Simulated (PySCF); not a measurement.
# How a change of structure moves an absorption spectrum

Level of theory: PySCF, TDDFT CAM-B3LYP/def2-SVPD, vertical, gas phase, core orbitals frozen in the response. Geometries: GFN2-xTB; one conformer of each isolated species. Triplets are in the Tamm–Dancoff approximation. 'Strongest' means the level of largest summed f among the lowest 8 singlets; it needn't be the same kind of state in each.

Parent: `C=C(F)C[SiH2]C`, with lowest singlet excitation energy 6.71 eV, mean static polarisability 77.5 au, S1–T1 gap 2.30 eV, energy of the strongest computed level 7.04 eV, HOMO energy -8.45 eV. Its spectrum: 6.71 eV (f 0.021); 7.04 eV (f 0.416); 7.32 eV (f 0.043); 7.85 eV (f 0.068); 8.04 eV (f 0.018).

Task: Give the shifts from the parent for: H on C replaced by CH3 (`C=C(F)C[SiH2]CC`); H on C replaced by CH=NH (`[H]/N=C\C[SiH2]CC(=C)F`); H on C replaced by N=CH2 (`C=NC[SiH2]CC(=C)F`).

Result: 

```json
{"change": "H on C replaced by CH3", "SMILES": "C=C(F)C[SiH2]CC", "Δ S1 (eV)": "+0.01", "Δ α (au)": "+11.4", "Δ S1−T1 (eV)": "+0.03", "Δ strongest (eV)": "-0.07", "Δ HOMO (eV)": "+0.01"}
{"change": "H on C replaced by CH=NH", "SMILES": "[H]/N=C\\C[SiH2]CC(=C)F", "Δ S1 (eV)": "-1.51", "Δ α (au)": "+16.9", "Δ S1−T1 (eV)": "-1.50", "Δ strongest (eV)": "-0.06", "Δ HOMO (eV)": "-0.26"}
{"change": "H on C replaced by N=CH2", "SMILES": "C=NC[SiH2]CC(=C)F", "Δ S1 (eV)": "-1.77", "Δ α (au)": "+18.6", "Δ S1−T1 (eV)": "-1.49", "Δ strongest (eV)": "-0.08", "Δ HOMO (eV)": "+0.06"}
```

S1 falls most with H on C replaced by N=CH2 (-1.77 eV), and none raises it by more than 0.03 eV. S1 is simply the lowest singlet of each species and needn't be the same kind of state throughout.
